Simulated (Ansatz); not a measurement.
C$_{4}$H$_{13}$BS, SMILES `C[BH-](C)[S+](C)C` at its PBE0-D4/def2-TZVP geometry, where that method's forces vanish. Total charge 0; spin multiplicity 1.

```xyz
19

C    -1.5419    0.7136    0.3539
B    -0.1356    1.0718   -0.3345
C    -0.1436    1.1399   -1.9426
S     1.2264   -0.3204    0.1005
C     1.2348   -0.4019    1.8865
C     0.4751   -1.8978   -0.2910
H    -2.0204   -0.1823   -0.0600
H    -1.5154    0.6059    1.4435
H    -2.2331    1.5403    0.1539
H     0.4489    2.0094    0.1875
H    -0.7693    1.9843   -2.2517
H    -0.5803    0.2518   -2.4166
H     0.8425    1.3037   -2.3893
H     1.5795    0.5693    2.2401
H     0.2288   -0.5883    2.2610
H     1.9216   -1.1799    2.2191
H     0.3401   -1.9249   -1.3718
H    -0.4942   -1.9853    0.1994
H     1.1362   -2.7093    0.0122
```

**Question.** What forces (eV/Å) does r2SCAN-D4/def2-TZVPP give on these atoms in the Gaussian-basis code of Ansatz? (Estimate.)

**Answer.** Computed: 
```
C1  -0.031 -0.005  0.021
B2  -0.002  0.069  0.020
C3   0.005  0.007 -0.045
S4   0.139  0.124 -0.121
C5   0.013 -0.012  0.185
C6  -0.074 -0.166 -0.043
H7  -0.002  0.010  0.003
H8  -0.016  0.000 -0.013
H9   0.000 -0.009  0.003
H10 -0.007 -0.012 -0.006
H11  0.003 -0.011 -0.002
H12  0.002  0.009  0.001
H13 -0.018 -0.003 -0.006
H14 -0.009 -0.021 -0.006
H15  0.012 -0.002 -0.007
H16 -0.014  0.012 -0.001
H17  0.001 -0.002  0.021
H18  0.011  0.000 -0.001
H19 -0.014  0.012 -0.005
```
